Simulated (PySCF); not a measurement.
## Ionisation energy of In²⁺ by level of theory

In²⁺ [Kr] 4d10 5s1 (2S) → In³⁺ [Kr] 4d10 (1S), as a difference of total energies. Calculation: PySCF 2.14, in def2-QZVPPD with the def2 core potential (28 electrons) (8s6p5d4f1g, 88 functions); a scalar-relativistic core potential. Correlated levels: valence and next inner shell: nothing frozen outside the core potential. The calculations carry no spin-orbit coupling.

```
                                method  ionisation energy (eV)
                                   UHF                  26.622
    MP2 (valence and next inner shell)                  28.028
SCS-MP2 (valence and next inner shell)                  27.796
   CCSD (valence and next inner shell)                  27.824
CCSD(T) (valence and next inner shell)                  27.889
```

**Question.** How much does correlation contribute at CCSD(T) (valence and next inner shell)?

**Answer.** 27.889 − (26.622) = 1.267 eV, measured against UHF.

Errors of the correlated levels include the incompleteness of this basis.

For comparison: 28.044 eV (measured; NIST Atomic Spectra Database, ionization energies).
